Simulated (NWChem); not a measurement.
Species: C4H5FO; SMILES FC1=COCC1

```xyz
11

F      0.0507    -2.1068    -0.0673
C      0.0543    -0.7660    -0.0303
C      1.1322     0.0445     0.0078
O      0.8075     1.3740     0.0950
C     -0.6281     1.4537    -0.1149
C     -1.2087     0.0406     0.1122
H      2.2013    -0.2004     0.0027
H     -1.0304     2.2276     0.5662
H     -0.7975     1.7816    -1.1650
H     -1.6623    -0.0973     1.1211
H     -1.9851    -0.2198    -0.6363
```
Atoms are numbered in this order, from 1.

Level: PBE-D3(BJ)/def2-SVP (NWChem), optimised geometry, unscaled harmonic frequencies. 

**Question.** List the harmonic frequencies with IR intensities, and the thermochemistry.

**Answer.** 
```json
[
 {"frequency (cm⁻¹)": "133", "IR intensity (km/mol)": "0.7"},
 {"frequency (cm⁻¹)": "312", "IR intensity (km/mol)": "0.7"},
 {"frequency (cm⁻¹)": "380", "IR intensity (km/mol)": "6.4"},
 {"frequency (cm⁻¹)": "415", "IR intensity (km/mol)": "14.4"},
 {"frequency (cm⁻¹)": "577", "IR intensity (km/mol)": "3.9"},
 {"frequency (cm⁻¹)": "700", "IR intensity (km/mol)": "2.9"},
 {"frequency (cm⁻¹)": "807", "IR intensity (km/mol)": "23.5"},
 {"frequency (cm⁻¹)": "814", "IR intensity (km/mol)": "11.9"},
 {"frequency (cm⁻¹)": "895", "IR intensity (km/mol)": "16.5"},
 {"frequency (cm⁻¹)": "931", "IR intensity (km/mol)": "15.6"},
 {"frequency (cm⁻¹)": "972", "IR intensity (km/mol)": "17.5"},
 {"frequency (cm⁻¹)": "1031", "IR intensity (km/mol)": "4.5"},
 {"frequency (cm⁻¹)": "1113", "IR intensity (km/mol)": "66.7"},
 {"frequency (cm⁻¹)": "1150", "IR intensity (km/mol)": "26.2"},
 {"frequency (cm⁻¹)": "1183", "IR intensity (km/mol)": "5.2"},
 {"frequency (cm⁻¹)": "1218", "IR intensity (km/mol)": "3.3"},
 {"frequency (cm⁻¹)": "1236", "IR intensity (km/mol)": "50.1"},
 {"frequency (cm⁻¹)": "1323", "IR intensity (km/mol)": "149.1"},
 {"frequency (cm⁻¹)": "1351", "IR intensity (km/mol)": "1.7"},
 {"frequency (cm⁻¹)": "1412", "IR intensity (km/mol)": "1.3"},
 {"frequency (cm⁻¹)": "1435", "IR intensity (km/mol)": "4.3"},
 {"frequency (cm⁻¹)": "1709", "IR intensity (km/mol)": "8.6"},
 {"frequency (cm⁻¹)": "2943", "IR intensity (km/mol)": "36.6"},
 {"frequency (cm⁻¹)": "2959", "IR intensity (km/mol)": "45.8"},
 {"frequency (cm⁻¹)": "3021", "IR intensity (km/mol)": "12.6"},
 {"frequency (cm⁻¹)": "3061", "IR intensity (km/mol)": "19.3"},
 {"frequency (cm⁻¹)": "3189", "IR intensity (km/mol)": "3.3"}
]
```

zero-point energy: 51.8 kcal/mol
thermal correction to the enthalpy at 298.15 K (with zero-point energy): 55.7 kcal/mol
heat capacity Cv: 19.0 cal/(mol K)
entropy at 298.15 K and 1 atm (symmetry number 1): 73.6 cal/(mol K)
dipole moment: 1.37 D

Rigid rotor and harmonic oscillator.
